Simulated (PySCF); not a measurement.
C3H3ClF2, SMILES C=C(Cl)C(F)F.

Geometry optimised at PBE0-D3(BJ)/def2-SVP. One conformer was computed; it need not be the lowest.

Computed with TDA-LC-ωPBE/def2-SVPD run with PySCF.

Vertical excitations. The molecule is in vacuum.

Computed lowest excited states:
```json
[
 {"state": "S1", "energy (eV)": "7.27", "λ (nm)": "170", "f": "0.030", "main pairs": "HOMO→LUMO+2 63 %, HOMO→LUMO+7 13 %"},
 {"state": "S2", "energy (eV)": "7.34", "λ (nm)": "169", "f": "0.361", "main pairs": "HOMO→LUMO 85 %"},
 {"state": "S3", "energy (eV)": "7.66", "λ (nm)": "162", "f": "0.002", "main pairs": "HOMO−1→LUMO 93 %"},
 {"state": "S4", "energy (eV)": "8.43", "λ (nm)": "147", "f": "0.003", "main pairs": "HOMO→LUMO+1 73 %"},
 {"state": "S5", "energy (eV)": "8.45", "λ (nm)": "147", "f": "0.001", "main pairs": "HOMO−1→LUMO+2 70 %, HOMO−1→LUMO+7 11 %"},
 {"state": "S6", "energy (eV)": "8.51", "λ (nm)": "146", "f": "0.003", "main pairs": "HOMO−2→LUMO 66 %, HOMO→LUMO+1 11 %, HOMO−4→LUMO 10 %"},
 {"state": "S7", "energy (eV)": "9.44", "λ (nm)": "131", "f": "0.056", "main pairs": "HOMO→LUMO+3 23 %, HOMO→LUMO+5 16 %, HOMO→LUMO+4 14 %, HOMO−3→LUMO 13 %"},
 {"state": "S8", "energy (eV)": "9.49", "λ (nm)": "131", "f": "0.069", "main pairs": "HOMO→LUMO+3 37 %, HOMO−3→LUMO 28 %, HOMO−4→LUMO 11 %, HOMO−2→LUMO 9 %"},
 {"state": "S9", "energy (eV)": "9.56", "λ (nm)": "130", "f": "0.016", "main pairs": "HOMO→LUMO+5 44 %, HOMO→LUMO+3 19 %"},
 {"state": "S10", "energy (eV)": "9.79", "λ (nm)": "127", "f": "0.008", "main pairs": "HOMO−1→LUMO+1 25 %, HOMO−4→LUMO 25 %, HOMO−3→LUMO 10 %, HOMO−1→LUMO+5 9 %"},
 {"state": "T1", "energy (eV)": "3.97", "λ (nm)": "312", "f": "0", "main pairs": "HOMO→LUMO 83 %"},
 {"state": "T2", "energy (eV)": "6.61", "λ (nm)": "188", "f": "0", "main pairs": "HOMO→LUMO+2 63 %, HOMO→LUMO+7 17 %, HOMO→LUMO+5 10 %"},
 {"state": "T3", "energy (eV)": "7.37", "λ (nm)": "168", "f": "0", "main pairs": "HOMO−1→LUMO 82 %"},
 {"state": "T4", "energy (eV)": "7.50", "λ (nm)": "165", "f": "0", "main pairs": "HOMO−1→LUMO+2 58 %, HOMO−1→LUMO+7 15 %"}
]
```
Triplets are in the Tamm–Dancoff approximation.
